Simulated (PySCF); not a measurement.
biphenylene (C₁₂H₈), SMILES c1ccc2c(c1)-c1ccccc1-2.

Geometry optimised at B3LYP-D3(BJ)/def2-SVP.

All values below come from B3LYP-D3(BJ)/def2-SVP run with PySCF.

Frequencies are harmonic and unscaled.

```tsv
mode	ν (cm⁻¹)	IR (km/mol)	moving atoms (share of kinetic energy)
1	104	2.6	C 88 %, H 12 %
2	150	0.0	C 80 %, H 20 %
3	214	0.8	C 84 %, H 16 %
4	323	0.0	C 83 %, H 17 %
5	385	2.7	C 71 %, H 29 %
6	402	0.0	C 93 %
7	446	0.0	C 73 %, H 27 %
8	469	0.0	C 84 %, H 16 %
9	573	0.0	C 87 %, H 13 %
10	596	0.0	C 76 %, H 24 %
11	617	0.0	C 94 %
12	627	3.8	C 93 %
13	737	0.5	C 92 %, H 8 %
14	738	0.0	C 85 %, H 15 %
15	753	99.7	H 85 %, C 15 %
16	766	0.0	H 79 %, C 21 %
17	785	0.0	C 88 %, H 12 %
18	848	0.0	C 64 %, H 36 %
19	896	0.0	H 77 %, C 23 %
20	926	0.0	C 53 %, H 47 %
21	952	5.1	H 68 %, C 32 %
22	959	0.0	H 67 %, C 33 %
23	1000	20.3	C 81 %, H 19 %
24	1003	0.0	C 95 %
25	1008	0.0	H 74 %, C 26 %
26	1008	0.0	H 72 %, C 28 %
27	1016	0.0	C 58 %, H 42 %
28	1043	0.0	C 51 %, H 49 %
29	1071	0.4	C 71 %, H 29 %
30	1105	0.0	H 70 %, C 30 %
31	1136	0.0	C 73 %, H 27 %
32	1143	11.8	H 50 %, C 50 %
33	1171	7.3	H 85 %, C 15 %
34	1180	0.0	H 79 %, C 21 %
35	1282	3.7	H 63 %, C 37 %
36	1301	0.0	H 68 %, C 32 %
37	1325	31.9	C 91 %, H 9 %
38	1428	0.0	C 60 %, H 40 %
39	1458	31.8	C 65 %, H 35 %
40	1476	5.2	C 62 %, H 38 %
41	1480	0.0	C 63 %, H 37 %
42	1525	0.0	C 94 %
43	1646	1.6	C 94 %
44	1646	0.5	C 92 %, H 8 %
45	1665	0.0	C 96 %
46	1726	0.0	C 96 %
47	3175	0.0	H 92 %
48	3175	0.3	H 92 %
49	3187	13.8	H 92 %, C 8 %
50	3187	0.0	H 92 %, C 8 %
51	3195	0.0	H 91 %, C 9 %
52	3196	35.6	H 91 %, C 9 %
53	3200	29.1	H 91 %, C 9 %
54	3201	0.0	H 91 %, C 9 %
```
